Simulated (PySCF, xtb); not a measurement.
GeH, SMILES [GeH] (connectivity only; charge and spin as stated), charge +1, multiplicity 1.

Harmonic wavenumbers (cm⁻¹) from GFN2-xTB (xtb 6.7.1) at its own minimum, in rising order: 1568.

Problem. What does PBE-D3(BJ)/def2-TZVPD in PySCF give at its own minimum? (The exact figures need the calculation; the answer reports its results.)

Solution. 1936. Paired by order, the mean absolute difference is 368 cm⁻¹ and the zero-point energies are 2.2 and 2.8 kcal/mol.
